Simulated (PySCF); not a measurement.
All values below come from PySCF 2.14.0 with ωB97X-D3(BJ)/def2-TZVP // B3LYP-D3(BJ)/def2-TZVP. Gas-phase values, no solvent. Delta-SCF ions had no search for a lower state. 

Reference species (SMILES): `[I][AlH][I]` (neutral, multiplicity 1).

```
Item                                        Value
--------------------------------------  ---------
HOMO                                    -10.05 eV
HOMO–LUMO gap                             9.97 eV
vertical ionisation energy (Delta-SCF)   10.07 eV
```

Changed species: `[AlH2][I]` (2 of 3 I replaced by H; the reference has 1 of 3 I replaced by H).

Question: What does the change do to the HOMO, HOMO–LUMO gap and vertical ionisation energy (Delta-SCF)?

Answer: the HOMO increases by 0.09 eV, to -9.96 eV; the HOMO–LUMO gap drops by 0.05 eV, to 9.92 eV; the vertical ionisation energy (Delta-SCF) decreases by 0.04 eV, to 10.03 eV.
